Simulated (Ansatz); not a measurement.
Mulliken charges of FHOSn (`[OH][Sn][F]`) from r2SCAN/def2-TZVPP in Ansatz (PBE0-D4/def2-TZVP geometry).

```csv
atom,x (Å),y (Å),z (Å),charge (e)
O1,-0.385,0.730,-0.430,-0.531
Sn2,-0.047,-1.059,0.323,0.839
F3,1.729,-0.592,0.929,-0.491
H4,-1.242,0.860,-0.843,0.183
```

Task: By hand: the dipole of these point charges (1 e Å = 4.8032 D).

Result: Σ q r = (-0.911, -0.828, -0.111) e Å, of length 1.236 e Å = 5.94 D.

Task: How does the dipole of the full density compare? (Estimate.)

Result: The calculation gave: (-0.711, -0.392, -0.173) e Å, 3.99 D; the point charges give 1.49 times that, at 15° from its direction.

Point charges leave out the atoms' own dipoles, such as those of lone pairs, and Mulliken's split depends on the basis, so the two needn't agree.
